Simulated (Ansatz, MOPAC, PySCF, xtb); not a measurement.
Pair of molecules: N2 (SMILES N#N) (first 2 atoms) with H4OSi (SMILES O[SiH3]); geometry from B3LYP-D3(BJ)/def2-TZVP, rigid monomers moved along the line of their centres of mass till N2···H5 is 2.57 Å.
(charge 0, multiplicity 1):
```xyz
8

N      0.1531    -0.6464    -1.1456
N      0.3604    -0.4633    -0.0912
O      0.8601     0.1371     3.3439
Si    -0.5339     0.2509     4.2183
H      0.7929    -0.0279     2.3994
H     -1.3940     1.3631     3.7406
H     -0.1242     0.5025     5.6142
H     -1.3312    -0.9998     4.1482
```

Monomers are frozen at their geometry in the pair; levels with a basis set take the counterpoise correction. Rows marked so take none.

Cores are frozen in the correlated methods. Rows in 3-21G, 6-31G* carry no dispersion term and start afresh at each structure (6-31G* with six Cartesian d functions). MP2/6-31G* freezes PySCF's default core. The state that PM6 reach isn't checked.

The values were computed with Ansatz (an electronic-structure program) with Gaussian orbitals; MOPAC for PM6 (differences of heats of formation); PySCF for 3-21G rows, 6-31G* rows, the dispersion terms; xtb for the GFN methods. Each number belongs to the level named beside it.

```csv
level,interaction energy (meV)
PM6,-58.5
GFN1-xTB,-52.0
HF/6-31G*,-33.0
HF/6-31G* (no counterpoise),-46.8
B3LYP/3-21G (no counterpoise),-140.3
B3LYP-D3(BJ)/def2-TZVPPD,-65.6
PBE0-D4/def2-TZVPPD,(withheld)
MP2/6-31G* (no counterpoise),(withheld)
SCS-MP2/aug-cc-pV(D+d)Z,-52.5
```

Task: Fill in the missing entries.

Result: 
- PBE0-D4/def2-TZVPPD, interaction energy (meV): -60.7
- MP2/6-31G* (no counterpoise), interaction energy (meV): -91.8
